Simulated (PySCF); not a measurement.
H4Al2O4, SMILES [OH][Al]([OH])[Al]([OH])[OH] (CAM-B3LYP/def2-SVP optimised geometry):

```
10

Al     2.141    -0.004     0.000
O      2.973    -0.024     1.484
O      2.971     0.018    -1.486
Al    -0.367    -0.004     0.000
O     -1.200    -1.488    -0.001
O     -1.197     1.481     0.000
H      3.914    -0.023     1.672
H      3.910     0.020    -1.676
H     -2.141    -1.672    -0.004
H     -2.137     1.672    -0.010
```

Computed with CAM-B3LYP/def2-TZVP in PySCF 2.14.0.

Q: What are the frontier orbital energies and the dipole moment?

A: HOMO-2 -10.33 eV, HOMO-1 -10.30 eV, HOMO -9.16 eV, LUMO 0.41 eV, LUMO+1 0.44 eV; dipole moment 0.03 D.

On the same geometry PBE/def2-TZVP (PySCF) gives HOMO-2 -7.13 eV, HOMO-1 -7.10 eV, HOMO -6.78 eV, LUMO -1.36 eV, LUMO+1 -1.34 eV; dipole moment 0.03 D.

Meta-Löwdin charges at CAM-B3LYP/def2-TZVP: Al1 0.88, O2 -0.78, O3 -0.79, Al4 0.88, O5 -0.78, O6 -0.79, H7 0.34, H8 0.34, H9 0.34, H10 0.34.
